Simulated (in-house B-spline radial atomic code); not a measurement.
**Binding energies in Kr⁺**

NIST's tabulated ground configuration is [Ar] 3d10 4s2 4p5; each binding energy is the energy of the ion with one electron taken from that subshell, relaxed, less that of the parent. Computed with a B-spline radial code for spherical atoms: Dirac-Hartree-Fock, average of configuration, Fermi nucleus of rms radius 4.1884 fm. Energies include first-order Breit, QED and recoil terms.

```csv
subshell,X-ray name,binding energy (eV),-ε (eV),relaxation (eV)
1s,K,14339.4,14425.6,53.2
2s,L1,1943.9,1973.5,26.6
3s,M1,308.9,317.4,8.2
3d3/2,M4,106.4,114.8,8.4
3d5/2,M5,105.2,113.4,8.3
4s,N1,41.68,42.70,0.99
4p,"N2,3",24.15,24.93,0.78
```

Relaxation = -ε minus the binding energy without Breit, QED and recoil terms.

Task: What does it cost to remove both a 4s and a 4p electron?

Result: 77.424 eV, which is 11.6 eV more than the two single binding energies together.

Task: What does it cost to remove both a 3d5/2 and a 4s electron?

Result: 162.95 eV, which is 16.12 eV more than the two single binding energies together.

Task: What does it cost to remove both a 2s and a 3d3/2 electron?

Result: 2085.3 eV, which is 34.98 eV more than the two single binding energies together.
